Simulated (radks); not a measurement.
Values are calculated unless marked as measured or tabulated.
Species: W IV. Configuration: [Xe] 4f14 5d2.75 5f0.25 (fractional occupations, a model configuration).

Level of theory: Dirac Kohn-Sham, AM05, spin-unpolarised, spherical densities, finite nucleus; open shells fill j = l - 1/2 first; Fermi nuclear charge, rms radius 5.3658 fm (a radial shooting solver on a logarithmic mesh with Libxc functionals).

Energy parts (eV):
total: -439525.50
kinetic: 494854.28
electron-nucleus: -1095749.10
Hartree: 169941.24
exchange-correlation: -8571.92

Orbitals (lengths in bohr, moments of r in powers of bohr; <r^-3> diverges for s and p1/2):
1s1/2: occ. 2; eigenvalue (eV) -69347.79; <1/r> 86.98
2s1/2: occ. 2; eigenvalue (eV) -11988.53; <1/r> 21.17
2p1/2: occ. 2; eigenvalue (eV) -11470.58; <1/r> 21.14
2p3/2: occ. 4; eigenvalue (eV) -10119.63; <1/r> 17.76; <r^-3> 16310
3s1/2: occ. 2; eigenvalue (eV) -2783.853; <1/r> 7.769
3p1/2: occ. 2; eigenvalue (eV) -2552.304; <1/r> 7.688
3p3/2: occ. 4; eigenvalue (eV) -2260.233; <1/r> 6.813; <r^-3> 3688
3d3/2: occ. 4; eigenvalue (eV) -1868.604; <1/r> 6.709; <r^-3> 638.2
3d5/2: occ. 6; eigenvalue (eV) -1805.025; <1/r> 6.503; <r^-3> 542.8
4s1/2: occ. 2; eigenvalue (eV) -597.7990; <1/r> 3.268
4p1/2: occ. 2; eigenvalue (eV) -501.7104; <1/r> 3.159
4p3/2: occ. 4; eigenvalue (eV) -433.8359; <1/r> 2.853; <r^-3> 856.9
4d3/2: occ. 4; eigenvalue (eV) -275.6097; <1/r> 2.639; <r^-3> 129.9
4d5/2: occ. 6; eigenvalue (eV) -263.0983; <1/r> 2.565; <r^-3> 108.1
5s1/2: occ. 2; eigenvalue (eV) -109.1792; <1/r> 1.270
5p1/2: occ. 2; eigenvalue (eV) -80.4599; <1/r> 1.144
5p3/2: occ. 4; eigenvalue (eV) -70.3640; <1/r> 1.039; <r^-3> 125.6
4f5/2: occ. 6; eigenvalue (eV) -64.9045; <1/r> 2.103; <r^-3> 19.68
4f7/2: occ. 8; eigenvalue (eV) -62.6600; <1/r> 2.072; <r^-3> 18.74
5d3/2: occ. 2.75; eigenvalue (eV) -32.8295; <1/r> 0.7525; <r^-3> 10.54
5d5/2: occ. 0; eigenvalue (eV) -31.8386; <1/r> 0.7314; <r^-3> 8.646
5f5/2: occ. 0.25; eigenvalue (eV) -10.4918; <1/r> 0.2727; <r^-3> 0.1796
5f7/2: occ. 0; eigenvalue (eV) -10.4731; <1/r> 0.2718; <r^-3> 0.1789

The highest occupied level is 5f5/2 at -10.492 eV. The configuration is held as typed, so some empty levels lie below it. The electron density at the nucleus is 1.42e+06 e/bohr^3. The density falls to 0.001 e/bohr^3 at r = 3.52 bohr. Summed over all electrons, <r^2> = 39.96 bohr^2, which gives a Langevin (diamagnetic) susceptibility term of -31.6 x 10^-6 cm^3/mol.

Run on one thread of a shared host, so times are rough (Arm Neoverse V2): 0.18 s of CPU time, 0.18 s wall, 15 iterations on 2213 mesh points.
